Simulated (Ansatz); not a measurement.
The cluster Ti₆⁻, relaxed as a doublet with UKS PBE-D4/def2-SVPD in Ansatz, starting from the GFN2-xTB geometry. Force threshold 0.02 eV/Å.

The charge -1 doublet is spin-contaminated (final ⟨S²⟩ up to 3.36, 0.75 for a pure state). The highest occupied level of the charge -1 doublet lies above zero (up to 0.17 eV). It is a level of α spin, whose loss leaves a singlet; that state wasn't run at this geometry and level. The electron is either unbound and held by the finite basis, or the level is raised by self-interaction error. The relaxation made no stability test and no search for a lower SCF solution. No other spin state of charge -1 was run. Another isomer (doublet) lies 0.27 eV lower at PBE0-D4/def2-SVP; other spin states weren't run for this one.

Start:

```tsv
atom	x (Å)	y (Å)	z (Å)
Ti1	-0.1411	0.3612	-2.3010
Ti2	0.1104	-0.3641	2.2866
Ti3	0.7666	1.9356	0.4674
Ti4	-0.7548	-1.9533	-0.4258
Ti5	2.2537	-0.3112	-0.8192
Ti6	-2.2347	0.3317	0.7920
```

Problem. Estimate the energy that the relaxation releases and the steps that it takes.

Solution. 5.34 eV, in 16 steps; 5.6 min on 4 threads of Arm Neoverse V1 on a shared host. The force fell under the threshold at step 14, but the optimiser went on. No frequencies were taken in this run, so the end may be a saddle point.

Problem. Does the start keep its bonding and symmetry?

Solution. Bonds formed: Ti3–Ti4 (atoms count from 1). Metal–metal contacts that move far: Ti2–Ti5 3.77 to 2.96 Å, Ti1–Ti6 3.74 to 2.96 Å. Point group Ci at the start, D2h at the end, both within 0.05 Å; within 0.015 Å the end is C2v.

Problem. Predict the relaxed structure.

Solution. 
```csv
atom,x (Å),y (Å),z (Å)
Ti1,-0.2046,0.4234,-1.9144
Ti2,0.2241,-0.4278,1.9140
Ti3,0.4062,1.4542,0.2852
Ti4,-0.4184,-1.4534,-0.2696
Ti5,1.8417,-0.4162,-0.5622
Ti6,-1.8490,0.4198,0.5470
```
Bond lengths (bridged metal pairs left out): 13 × Ti–Ti 2.49 to 3.07 Å.
